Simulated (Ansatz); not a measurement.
One change: `[NH2][GeH]1[CH2][O]1` becomes `Cl[SiH2][GeH]1[CH2][O]1`.

Ansatz, PBE0-D4/def2-TZVP geometries, multiplicity 1. Each molecule was computed in one conformer, which needn't be the lowest.

Scalar relativity is left out up to krypton.

```
                               property  `[NH2][GeH]1[CH2][O]1`
     HOMO energy (PBE0/def2-TZVPP) / eV                   -6.83
    LUMO energy (B3LYP/def2-TZVPP) / eV                   -0.24
HOMO–LUMO gap (ωB97M-V/def2-TZVPP) / eV                   10.92
  HOMO–LUMO gap (B3LYP/def2-TZVPP) / eV                    6.38
   HOMO–LUMO gap (PBE0/def2-TZVPP) / eV                    6.90
      LUMO energy (PBE/def2-TZVPP) / eV                   -0.82
```

Task: Give the same properties after the change, and the shifts. (Estimate.)

Result: Ansatz gave: 
```csv
property,`Cl[SiH2][GeH]1[CH2][O]1`,shift
HOMO energy (PBE0/def2-TZVPP) / eV,-7.15,-0.32
LUMO energy (B3LYP/def2-TZVPP) / eV,-1.40,-1.16
HOMO–LUMO gap (ωB97M-V/def2-TZVPP) / eV,9.90,-1.02
HOMO–LUMO gap (B3LYP/def2-TZVPP) / eV,5.54,-0.84
HOMO–LUMO gap (PBE0/def2-TZVPP) / eV,5.95,-0.95
LUMO energy (PBE/def2-TZVPP) / eV,-1.97,-1.15
```

With PBE0 the HOMO falls by 0.32 eV and the LUMO falls by 1.27 eV, so the gap narrows by about 0.95 eV. PBE moves the HOMO by -0.49 eV and ωB97M-V by -0.21 eV.

Positive LUMOs are unbound, so they and the gaps depend on the basis.

B3LYP here is the variant with VWN-RPA as its local correlation; programs differ in this.
